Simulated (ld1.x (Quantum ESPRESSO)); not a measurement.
## C (Z = 6): TM pseudisation with PBEsol, scalar-relativistic reference atom.

Input for ld1.x (Quantum ESPRESSO) 7.5:

```
&input
   title='C', zed=6., rel=1, dft='PBESOL', iswitch=3,
   config='[He] 2s1.75 2p2.25',
   nld=2, rlderiv=3.00, eminld=-3.0, emaxld=5.0, deld=0.02
 /
 &inputp
   pseudotype=2, tm=.true., lloc=1,
   nlcc=.false.,
   file_pseudopw='C.UPF', file_wfcaegen='ae.wfc', file_wfcncgen='nc.wfc', file_beta='beta', file_chi='chi'
 /
2
2S  1  0   1.75   0.00  1.30  1.30  0.0
2P  2  1   2.25   0.00  2.75  2.75  0.0
 &test
   configts(1)='2s1.75 2p2.25'
 /
```

Command:

```bash
ld1.x < C.in > C.out
```

The program printed (shortened: banner, matrices, multipoles, cross overlaps and the repeated all-electron block are left out):

```
Program LD1 v.7.5
     --------------------------- All-electron run ----------------------------

     C
     scalar relativistic calculation

     atomic number is  6.00
     dft =PBESOL   lsd =0 sic =0 latt =0  beta=0.20 tr2=1.0E-14
     Exchange-correlation= PBESOL
                           (   1   4  10   8   0   0   0)
     mesh =1073 r(mesh) = 100.30751 a.u. xmin = -7.00 dx = 0.01250
     1 Ry =  13.60569312 eV, c = 137.03599908

     n l     nl                  e(Ry)          e(Ha)          e(eV)
     1 0     1S 1( 2.00)       -20.0130       -10.0065      -272.2910
     2 0     2S 1( 1.75)        -1.0120        -0.5060       -13.7684
     2 1     2P 1( 2.25)        -0.3930        -0.1965        -5.3473

     final scf error:  3.8E-15 reached in  21 iterations

     Etot =     -75.032216 Ry,     -37.516108 Ha,   -1020.865306 eV

     Ekin =      74.786181 Ry,      37.393091 Ha,    1017.517830 eV
     Encl =    -175.290003 Ry,     -87.645002 Ha,   -2384.941993 eV
     Eh   =      35.232985 Ry,      17.616492 Ha,     479.369179 eV
     Exc  =      -9.761379 Ry,      -4.880689 Ha,    -132.810322 eV

     normalization and overlap integrals

     s(1S/1S) =  1.000000  <r> =   0.2713  <r2> =    0.0998  r(max) =   0.1752
     s(2S/2S) =  1.000000  <r> =   1.5747  <r2> =    3.0016  r(max) =   1.2162
     s(2P/2P) =  1.000000  <r> =   1.7931  <r2> =    4.2133  r(max) =   1.2011

     ------------------------ End of All-electron run ------------------------

     --------------------- Generating NC pseudopotential ---------------------

      Generating local pot.: lloc=1, matching radius rcloc =   2.7500

      Wfc   2S  rcut= 1.295  Using Troullier-Martins method

     ------------------- End of pseudopotential generation -------------------

     Computing logarithmic derivative in   3.01021
     Computing logarithmic derivative in   3.01021
     Computing the partial wave expansion
     R is outside the sphere for l=    0 j= 0.00
       no projector for channel:   1

     ---------------------- Testing the pseudopotential ----------------------

     C
     scalar relativistic calculation

     atomic number is  6.00   valence charge is  4.00
     dft =PBESOL   lsd =0 sic =0 latt =0  beta=0.20 tr2=1.0E-14
     mesh =1073 r(mesh) = 100.30751 xmin = -7.00 dx = 0.01250

     n l     nl             e AE (Ry)        e PS (Ry)    De AE-PS (Ry)
     1 0     2S   1( 1.75)       -1.01196       -1.01197        0.00001
     2 1     2P   1( 2.25)       -0.39302       -0.39302        0.00000

     eps = 6.6E-15  iter = 21

     Etot =     -75.032216 Ry,     -37.516108 Ha,   -1020.865306 eV
     Etotps =   -10.356416 Ry,      -5.178208 Ha,    -140.906216 eV

     Ekin =       5.824980 Ry,       2.912490 Ha,      79.252888 eV
     Encl =     -23.617279 Ry,     -11.808639 Ha,    -321.329450 eV
     Ehrt =       8.513189 Ry,       4.256595 Ha,     115.827842 eV
     Ecxc =      -2.712953 Ry,      -1.356477 Ha,     -36.911608 eV
     Epseu=       1.635647 Ry,       0.817824 Ha,      22.254112 eV

     ---------------------- End of pseudopotential test ----------------------
```

Generation and configuration tests took about 0.93 s on one core of a shared server CPU.
